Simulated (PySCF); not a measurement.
# Fractional electron number in Cr (chromium, neutral)

The 4s alpha orbital of [Ar] 3d5 4s1 is emptied in steps (occupation f), with all orbitals relaxed, ending at [Ar] 3d5. All numbers are calculated (PySCF 2.14, the non-relativistic Hamiltonian (point nucleus), in aug-pcseg-2). The exact energy is a straight line in f; departures are measured from the line between the end points of the same method.

```csv
f,UHF (eV),LDA (eV),PBE (eV)
1,0.000,0.000,0.000
0.9,0.013,-0.265,-0.263
0.7,0.028,-0.621,-0.619
0.5,0.033,-0.744,-0.743
0.3,0.026,-0.627,-0.630
0.1,0.011,-0.269,-0.272
0,0.000,0.000,0.000
```

| method | E(f=0) − E(f=1) (eV) | −ε at f=1 (eV) | −ε at f=0.5 (eV) |
| --- | --- | --- | --- |
| UHF | 5.933 | 6.074 | 5.927 |
| LDA | 7.465 | 4.536 | 7.448 |
| PBE | 7.274 | 4.367 | 7.241 |

Orbital energy along the path (eV):

```json
{"f": "1", "UHF": "-6.074", "LDA": "-4.536", "PBE": "-4.367"}
{"f": "0.9", "UHF": "-6.042", "LDA": "-5.103", "PBE": "-4.925"}
{"f": "0.7", "UHF": "-5.982", "LDA": "-6.262", "PBE": "-6.067"}
{"f": "0.5", "UHF": "-5.927", "LDA": "-7.448", "PBE": "-7.241"}
{"f": "0.3", "UHF": "-5.878", "LDA": "-8.651", "PBE": "-8.446"}
{"f": "0.1", "UHF": "-5.833", "LDA": "-9.858", "PBE": "-9.682"}
{"f": "0", "UHF": "-5.812", "LDA": "-10.456", "PBE": "-10.310"}
```

Reference removal energy between the ground levels: 6.767 eV (measured; NIST Atomic Spectra Database, ionization energies). UHF lacks correlation.
